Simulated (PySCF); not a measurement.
Run record: geometry optimisation, `C=CBCBC(C)C`.

Computed with PBE0-D3(BJ)/def2-SVP geometry optimisation, gas phase (PySCF 2.14.0). Start geometry: GFN2-xTB. A driver script takes a list of jobs; this job's settings line and coordinates (Å) are shown.

Input:
```
{"job": {"xc": "PBE0", "basis": "def2-SVP", "d3": "d3bj", "grid": 1, "kind": "geom"}, "charge": 0, "multiplicity": 1}
C      3.753438     0.930082     0.754244
C      2.846346     0.059060     0.312248
B      1.697000     0.425148    -0.658642
C      0.778235    -0.707892    -1.255942
B     -0.375281    -0.928147    -0.212805
C     -1.713631    -0.075610    -0.280261
C     -2.975911    -0.927886    -0.100376
C     -1.654747     0.982739     0.835173
H      3.727304     1.966162     0.454801
H      4.558935     0.655599     1.419689
H      2.944427    -0.967402     0.652535
H      1.510613     1.549662    -0.935401
H      1.353741    -1.625491    -1.376062
H      0.378083    -0.403050    -2.221702
H     -0.230713    -1.686132     0.670884
H     -1.813607     0.463657    -1.228862
H     -2.945751    -1.458662     0.848592
H     -3.058829    -1.660978    -0.899937
H     -3.867422    -0.302389    -0.115346
H     -0.780312     1.618533     0.712882
H     -2.546577     1.607385     0.812516
H     -1.595751     0.504998     1.810922
```

Output:
```
step   0  E = -286.17304396  max force = 0.024115
step   1  E = -286.17780289  max force = 0.003198
step   2  E = -286.17788709  max force = 0.001365
step   3  E = -286.17796830  max force = 0.001157
step   4  E = -286.17798423  max force = 0.000881
step   5  E = -286.17800406  max force = 0.000487
step   6  E = -286.17801676  max force = 0.000565
step   7  E = -286.17802145  max force = 0.000642
step   8  E = -286.17802769  max force = 0.000348
optimisation converged
```

Energies in Eh; «max force» is the largest Cartesian gradient component in Eh/bohr.

**Question.** Give the first gradient maximum in eV/Å.

**Answer.** With 1 Eh/bohr = 51.422 eV/Å, 1.240 eV/Å.

**Question.** How much energy does the optimisation release, in kJ/mol?

**Answer.** E(step 0) − E(last step) = 0.004984 Eh, which is 13.1 kJ/mol.

Main results: final energy -286.17803 Eh after 8 steps; dipole 0.57 D.

**Question.** Give the final coordinates.

**Answer.** 0.206 Å rms from the input after alignment:
```
atom  x, y, z in Å
C1     3.3788    1.0177    1.0290
C2     2.5877    0.0705    0.4946
B3     1.5279    0.4188   -0.5798
C4     0.5632   -0.6502   -1.1968
B5    -0.5585   -0.7829   -0.1129
C6    -1.8277    0.1435   -0.0546
C7    -3.1155   -0.6238    0.2368
C8    -1.5329    1.1662    1.0556
H9     3.2907    2.0629    0.7114
H10    4.1359    0.8025    1.7920
H11    2.7165   -0.9622    0.8455
H12    1.4255    1.5847   -0.9067
H13    1.0989   -1.6101   -1.2821
H14    0.1542   -0.3063   -2.1583
H15   -0.4011   -1.5706    0.8021
H16   -1.9444    0.6991   -1.0022
H17   -3.0337   -1.1901    1.1790
H18   -3.3546   -1.3453   -0.5603
H19   -3.9771    0.0583    0.3328
H20   -0.6221    1.7549    0.8571
H21   -2.3660    1.8825    1.1551
H22   -1.4044    0.6715    2.0322
```

**Question.** How long does this job take on Arm Neoverse V2, one thread, no GPU, shared host with 96 logical CPUs at a one-minute load of 40? And the peak memory of the process?

**Answer.** About 85 s, with 0.77 GiB resident at the peak, the Python interpreter and its libraries included.
Labels such as C1 count atoms from 1, the log's own numbers from 0.
